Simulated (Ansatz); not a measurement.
Reaction (substitution at a C–Cl bond): `ClC1=N[SiH2]1` + H₂S → `SC1=N[SiH2]1` + HCl

Computed with Ansatz on PBE0-D4/def2-TZVP structures; ΔE is electronic, products minus reactants. CBS: MP2 limit from def2 TZ/QZ plus the TZ coupled-cluster correction, frozen cores. This one scheme is used for every species. Functionals use def2-TZVPP. HSE06 is defined as in plane-wave codes. One conformer a species, not always the lowest.

Task: Is it downhill or uphill in electronic energy at CCSD(T)/CBS, and by how much? (Best estimate.)

Result: The calculation gave: Downhill: ΔE = -0.33 eV.

Task: What do these levels give: LDA (SPW92), PBE-D4, B97M-V, r2SCAN0-D4, HSE06-D4, ωB97X-V, PBE-QIDH, r2SCANh, CAM-B3LYP, LC-ωPBE, MP2/def2-SVP, SCS-MP2/def2-QZVPP? (An estimate is asked.)

Result: The calculation gave: LDA (SPW92) -0.36, PBE-D4 -0.34, B97M-V -0.34, r2SCAN0-D4 -0.34, HSE06-D4 -0.34, ωB97X-V -0.30, PBE-QIDH -0.34, r2SCANh -0.34, CAM-B3LYP -0.30, LC-ωPBE -0.31, MP2/def2-SVP -0.35, SCS-MP2/def2-QZVPP -0.33 eV.

Largest T1 diagnostic among the species: 0.016.

Leaving LDA and LC-ωPBE aside and taking each functional with its dispersion term where it has one, the values spread over 0.04 eV, from PBE-QIDH to ωB97X-V. LDA lies −0.04 eV from PBE without D4. In def2-TZVPP, CCSD(T) changes the Hartree–Fock value by −0.05 eV (the triples alone add −0.01 eV) and MP2 by −0.08 eV.
